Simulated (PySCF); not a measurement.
Cost of one run: excited-state job, `[SiH3][SiH](Cl)Cl`.

Method: TDDFT LC-wPBE/def2-SVPD, vertical, gas phase, core orbitals frozen in the response (PySCF 2.14.0, density-fitted response routines). Geometry: PBE0-D3(BJ)/def2-SVP. Work: 10 singlets by full TDDFT, 4 Tamm–Dancoff triplets, polarisability, ΔSCF ions, density fitting. A driver script takes a list of jobs; this job's settings line and coordinates (Å) are shown.

Command:
```bash
OMP_NUM_THREADS=1 python probes_run.py task.json out
```

Input:
```
{"job": {"kind": "uv", "xc": "LC-wPBE", "basis": "def2-SVPD", "ip": true}, "charge": 0, "multiplicity": 1}
Si    -0.662042     0.013363     0.543219
Si     1.634164     0.345655     0.807839
Cl     2.632324    -1.069273    -0.322046
Cl     2.108037     2.235311     0.114396
H     -0.982492     0.117338    -0.910423
H     -1.033596    -1.341418     1.050454
H     -1.408324     1.058595     1.306143
H      2.140742     0.243704     2.202533
```

Hardware: an Intel Xeon Platinum 8259CL at 2.50 GHz with one thread, shared host with 96 logical CPUs at a one-minute load of 54. PySCF's memory limit was set to 1760 MB.

The basis has 134 functions.

Q: How long does the run take?

A: About 41 s. The SCF took 12 cycles.

Q: Estimate the peak memory.

A: About 0.59 GiB. Peak memory is the resident size of the whole Python process, interpreter and libraries included.

Q: At this speed, how long would 1000 such jobs take on 16 cores, one job a core?

A: 1000/16 gives 63 rounds of 41 s, about 43 min of wall time and 11 core-hours, if the jobs don't slow each other.

The SCF part of the output:
```
coarse grid: 8976 points
cycle   1  E = -1500.7026008126  dE =  2.792e-02  |g| = 3.932e-01  |ddm| = 3.060e+00
cycle   2  E = -1500.7369553927  dE = -3.435e-02  |g| = 2.765e-01  |ddm| = 1.117e+00
cycle   3  E = -1500.7593638244  dE = -2.241e-02  |g| = 2.396e-02  |ddm| = 4.514e-01
cycle   4  E = -1500.7597427132  dE = -3.789e-04  |g| = 5.645e-03  |ddm| = 1.083e-01
cycle   5  E = -1500.7597620153  dE = -1.930e-05  |g| = 1.230e-03  |ddm| = 2.462e-02
cycle   6  E = -1500.7597631603  dE = -1.145e-06  |g| = 3.591e-04  |ddm| = 4.699e-03
final grid: 68832 points
cycle   7  E = -1500.9887117547  dE = -1.570e-05  |g| = 1.313e-03  |ddm| = 2.613e-02
cycle   8  E = -1500.9887123595  dE = -6.048e-07  |g| = 3.855e-04  |ddm| = 3.378e-03
cycle   9  E = -1500.9887124263  dE = -6.689e-08  |g| = 1.332e-04  |ddm| = 1.135e-03
cycle  10  E = -1500.9887124308  dE = -4.438e-09  |g| = 4.808e-05  |ddm| = 4.970e-04
cycle  11  E = -1500.9887124320  dE = -1.250e-09  |g| = 1.280e-05  |ddm| = 1.411e-04
cycle  12  E = -1500.9887124321  dE = -1.060e-10  |g| = 3.108e-06  |ddm| = 5.126e-05
converged SCF energy = -1500.9887124321
```

On the final grid dE counts from the start density on that grid.

Other jobs ran on the host; a repeat could differ by tens of per cent or more.
